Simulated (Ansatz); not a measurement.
4-fluoro-1,3-dioxole (C3H3FO2), SMILES FC1=COCO1. Atoms are numbered in the order given.

```xyz
9

F     -0.0926     2.0340     0.0000
C      0.0616     0.7328     0.0000
C      1.1524    -0.0324     0.0000
O      0.7613    -1.3661     0.0000
C     -0.6599    -1.3599     0.0000
O     -1.0879     0.0061     0.0000
H      2.2113     0.1999     0.0000
H     -1.0464    -1.8638     0.9062
H     -1.0464    -1.8638    -0.9062
```

Coordinates come from a B3LYP-D3(BJ)/def2-SVP optimisation. One conformer was computed; it need not be the lowest.

Two levels are set side by side: PBE-D3(BJ)/def2-SVP (Ansatz, an electronic-structure program) and B3LYP-D3(BJ)/def2-SVP (Ansatz). Each level has its own optimised geometry; the coordinates shown are those of the second. Differences are taken from unrounded values.

```
quantity              B3LYP-D3(BJ)  PBE-D3(BJ)  PBE-D3(BJ) minus B3LYP-D3(BJ)
--------------------  ------------  ----------  -----------------------------
mean bond length (Å)         1.282       1.290                          0.008
bond F1–C2 (Å)               1.310       1.317                          0.007
bond C2–C3 (Å)               1.332       1.344                          0.011
bond C2–O6 (Å)               1.360       1.368                          0.008
bond C3–O4 (Å)               1.390       1.393                          0.003
bond O4–C5 (Å)               1.421       1.429                          0.008
bond C5–O6 (Å)               1.431       1.437                          0.005
bond C3–H7 (Å)               1.084       1.092                          0.008
bond C5–H8 (Å)               1.107       1.117                          0.010
bond C5–H9 (Å)               1.107       1.117                          0.010
```

Exact exchange shortens and stiffens bonds; PBE has none. Differences between two approximate levels are no errors against the true value.
